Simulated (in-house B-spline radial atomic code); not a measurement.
Inner levels of holmium as electrons are removed. A shift is the extra binding of the orbital against the neutral atom ([Xe] 4f5/2(6) 4f7/2(5) 6s2). The density at the nucleus is averaged over the nuclear charge. Computed with a B-spline radial code for spherical atoms: Dirac-Hartree-Fock, jj configuration that fills j = l - 1/2 first, finite nuclei.

A number in brackets counts the electrons of a j subshell.

| ion | configuration | shift of 2p1/2 (eV) | shift of 2s1/2 (eV) | shift of 1s1/2 (eV) | radius of 2p1/2 (bohr) | radius of 2s1/2 (bohr) | radius of 1s1/2 (bohr) | Σ<r²> (bohr²) | change of density at nucleus (bohr⁻³) |
| --- | --- | --- | --- | --- | --- | --- | --- | --- | --- |
| Ho38+ | [Ar] 3d10 4s1 | 1657.74 | 1650.46 | 1689.44 | 0.07282 | 0.087273 | 0.020733 | 1.2285 | -996.15 |
| Ho39+ | [Ar] 3d10 | 1729.68 | 1720.51 | 1765.92 | 0.072802 | 0.087266 | 0.020733 | 0.99482 | -4013.29 |
| Ho40+ | [Ar] 3d3/2(4) 3d5/2(5) | 1867.58 | 1855.23 | 1904.5 | 0.072763 | 0.087207 | 0.020733 | 0.93315 | -3662.01 |
| Ho41+ | [Ar] 3d3/2(4) 3d5/2(4) | 2007.7 | 1992 | 2045.44 | 0.072723 | 0.087146 | 0.020733 | 0.87359 | -3302.06 |
| Ho42+ | [Ar] 3d3/2(4) 3d5/2(3) | 2150.01 | 2130.81 | 2188.74 | 0.07268 | 0.087083 | 0.020733 | 0.81605 | -2933.4 |
| Ho43+ | [Ar] 3d3/2(4) 3d5/2(2) | 2294.52 | 2271.66 | 2334.38 | 0.072635 | 0.087017 | 0.020734 | 0.76045 | -2556.02 |
| Ho44+ | [Ar] 3d3/2(4) 3d5/2(1) | ? | ? | ? | ? | ? | ? | ? | ? |
| Ho45+ | [Ar] 3d3/2(4) | ? | ? | ? | ? | ? | ? | ? | ? |
| Ho46+ | [Ar] 3d3/2(3) | 2738.66 | 2708.94 | 2788.98 | 0.072442 | 0.086799 | 0.020734 | 0.60564 | -1350.99 |

Problem. Fill in the row of Ho44+.

Solution. shift of 2p1/2 (eV): 2441.22; shift of 2s1/2 (eV): 2414.53; shift of 1s1/2 (eV): 2482.38; radius of 2p1/2 (bohr): 0.072588; radius of 2s1/2 (bohr): 0.086948; radius of 1s1/2 (bohr): 0.020734; Σ<r²> (bohr²): 0.70669; change of density at nucleus (bohr⁻³): -2169.88.

Problem. Fill in the row of Ho45+.

Solution. shift of 2p1/2 (eV): 2590.1; shift of 2s1/2 (eV): 2559.42; shift of 1s1/2 (eV): 2632.72; radius of 2p1/2 (bohr): 0.072539; radius of 2s1/2 (bohr): 0.086878; radius of 1s1/2 (bohr): 0.020734; Σ<r²> (bohr²): 0.65469; change of density at nucleus (bohr⁻³): -1774.99.
